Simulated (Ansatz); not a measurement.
The molecule SbO, multiplicity 2 (lowest of 2S+1 = 2, 4 at CCSD(T)/def2-TZVPP on PBE0 minima; our sources give no spin for the ground state, which may be another). No spin–orbit coupling.

The constants come from a fifth-degree fit in 1/R (seven points, main isotopes). In def2 and cc sets the state is the lowest found near the PBE0 minimum, followed along R.

Correlated levels freeze the inner cores; with def2 sets outer-core shells near the valence are correlated too.

Codes used: Ansatz (a quantum-chemistry and plane-wave program). Each number belongs to the level named beside it. In def2 rows elements past Kr take small-core potentials, without spin–orbit coupling.

Energies at B2PLYP/def2-TZVPP:

| R (Å) | E (hartree) |
|---|---|
| 1.678914 | -315.19767008 |
| 1.724046 | -315.20864057 |
| 1.765567 | -315.21469317 |
| 1.812505 | -315.21784383 |
| 1.859442 | -315.21790328 |
| 1.913601 | -315.21509249 |
| 1.976786 | -315.20897831 |

Question: With a reduced mass of 14.1261 u, find the minimum, the force constant and the constants.

Answer: A fifth-degree polynomial in 1/R puts the minimum at r_e = 1.8366 Å with force constant 529 N/m. Then ω_e = (1/2πc)√(k/μ) = 797 cm⁻¹ and B_e = h/(8π²cμr_e²) = 0.3538 cm⁻¹; the cubic and quartic terms give α_e = 0.0023 and ω_e x_e = 4.1 cm⁻¹.
